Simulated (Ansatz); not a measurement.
CH3BrCd⁻, that is CdMeBr with one electron more. Total charge -1; doublet. Geometry PBE0-D4/def2-TZVP, that of the neutral singlet; atoms count from 1.

Cartesian coordinates in Å:
```
Cd 0.414 1.063 0.292
C -0.326 -0.832 -0.228
H -1.249 -1.026 0.317
H 0.411 -1.593 0.026
H -0.524 -0.864 -1.299
Br 1.274 3.253 0.890
```

In the def2 sets Cd takes a core potential; there is no spin–orbit coupling. The highest occupied level of the charge -1 doublet lies above zero (up to 1.80 eV). By energy differences it is unbound by 0.43 eV (vertical, to the charge 0 singlet, at PBE0-D4/def2-TZVPD) and held by the finite basis.

Q: Estimate the Mulliken populations from the PBE0/def2-TZVPD orbitals of Ansatz.

A: 
```csv
atom,charge (e),spin (α − β),d electrons
Cd1,-0.06,0.63,9.96
C2,-2.01,1.54,–
H3,0.42,-0.30,–
H4,0.42,-0.30,–
H5,0.42,-0.30,–
Br6,-0.19,-0.27,–
```
Mulliken values and Mayer orders depend strongly on the basis. With diffuse functions, as here, like atoms can get unlike values, and bond orders can come out too low or too high.

Q: Where does the spin sit?

A: Summed by element: Cd 0.63, C 1.54, H -0.90, Br -0.27, of 1 unpaired in all. Largest on single atoms: C2 1.54, Cd1 0.63, H3 -0.30.

Q: And the Mayer bond orders between bonded heavy atoms (over 0.3)?

A: Cd1–C2 2.28 (2.10 Å).
